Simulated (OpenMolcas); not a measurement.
## Ionisation energies of ruthenium

```json
{"Program": "OpenMolcas", "Basis": "ANO-R2 [7s5p4d2f1g]", "Scalar Hamiltonian": "X2C, finite nucleus", "Spin-orbit coupling": "state interaction with AMFI integrals over the reference wave functions, term energies averaged over their components"}
```

Active shells in each charge state: the valence d shell, with orbitals averaged over the low states. Where CASPT2's correlated closed shells are named, they are those of the first ion.

A. CASSCF
B. SS-CASPT2, IPEA 0.25 Eh, imaginary shift 0.1 Eh (closed shells correlated: 4s 4p)
C. SS-CASPT2, IPEA 0.25 Eh, imaginary shift 0.1 Eh (closed shells correlated: none)
D. SS-CASPT2, IPEA 0 Eh, imaginary shift 0.1 Eh (closed shells correlated: 4s 4p)
E. SS-CASPT2, IPEA 0.25 Eh, imaginary shift 0.1 Eh (closed shells correlated: 3d 4s 4p)

Energies in eV between the lowest computed levels, named as in B; reference values from the NIST Atomic Spectra Database with their kind.

```tsv
From	To	A	B	C	D	E	Spin-orbit share in B	Reference
Ru2+ 4d⁶ ⁵D₄	Ru3+ 4d⁵ ⁶S_5/2	26.494	28.032	27.829	28.003	28.026	+0.130	28.470 (semi-empirical)
Ru3+ 4d⁵ ⁶S_5/2	Ru4+ 4d⁴ ⁵D₀	44.929	45.802	45.609	45.891	45.777	-0.241	45.000 (theoretical)
Ru4+ 4d⁴ ⁵D₀	Ru5+ 4d³ ⁴F_3/2	59.379	60.265	59.962	60.331	60.243	-0.112	59.000 (theoretical)
Ru5+ 4d³ ⁴F_3/2	Ru6+ 4d² ³F₂	75.696	76.461	76.045	76.524	76.436	-0.082	76.000 (theoretical)
Ru6+ 4d² ³F₂	Ru7+ 4d ²D_3/2	93.039	93.839	93.188	93.924	93.814	+0.123	93.000 (theoretical)
Ru7+ 4d ²D_3/2	Ru8+ 4p⁶ ¹S₀	110.022	110.811	110.022	110.876	110.784	+0.313	110.000 (theoretical)
```

The lowest level within the active space need not be the ion's true ground level.
